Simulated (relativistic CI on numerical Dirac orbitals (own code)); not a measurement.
Slater and spin-orbit integrals, Ag5+

Computed by Dirac-Coulomb-Breit CI, KLI orbitals optimised for each configuration, QED by a radiative potential, valence Slater integrals scaled by 0.85, P86 correlation energy added to each configuration (own radial code, finite nucleus).

Slater integrals F^k, G^k are unscaled and averaged over j, outside the closed core [Ar] 3d10; ζ comes from projecting the Hamiltonian with its Breit term on Σ l·s of the shell.

- 4s2.4p6.4d6: F^2(4d,4d) = 87400, F^4(4d,4d) = 58004, ζ(4d) = 2253.9 cm⁻¹; <r>(4d) = 1.158, <r^2>(4d) = 1.556 (bohr units).
- 4s2.4p6.4d5.5s: F^2(4d,4d) = 88984, F^4(4d,4d) = 59150, ζ(4d) = 2376.2, G^2(4d,5s) = 17402 cm⁻¹; <r>(4d) = 1.138, <r^2>(4d) = 1.502, <r>(5s) = 2.045, <r^2>(5s) = 4.665 (bohr units).
- 4s2.4p6.4d5.4f: F^2(4d,4d) = 88716, F^4(4d,4d) = 58952, ζ(4d) = 2370.5, F^2(4d,4f) = 50134, F^4(4d,4f) = 30159, G^1(4d,4f) = 56553, G^3(4d,4f) = 33908, G^5(4d,4f) = 23560, ζ(4f) = -53.995 cm⁻¹; <r>(4d) = 1.141, <r^2>(4d) = 1.511, <r>(4f) = 2.065, <r^2>(4f) = 5.117 (bohr units).

**Question.** Give the Racah parameters of the d shell in 4s2.4p6.4d6.

**Answer.** B = F²/49 − 5F⁴/441 = 1126 cm⁻¹ and C = 35F⁴/441 = 4604 cm⁻¹.

In this model ζ of a weakly bound d, f or g electron outside closed shells comes out too small, for d by up to a factor of two or three and at times with the wrong sign; that of an outer p electron is too small as well.

Averages of the first 10 configurations, taken without configuration mixing, which lowers the lowest level and can move excited configurations by several eV; other configurations of the list can lie among them:

```csv
Configuration,Parity,States,Average energy above the lowest level (eV)
4s2.4p6.4d6,even,210,4.1
4s2.4p6.4d5.5s,even,504,28.3
4s2.4p6.4d5.4f,odd,3528,54.1
4s2.4p6.4d5.5p,odd,1512,38.5
4s2.4p5.4d7,odd,720,64.8
4s2.4p6.4d5.5d,even,2520,52.8
4s2.4p6.4d5.6s,even,504,57.1
4s2.4p6.4d5.6p,odd,1512,61.3
4s2.4p6.4d4.5s.5p,odd,2520,65.2
4s.4p6.4d7,even,240,107.2
```
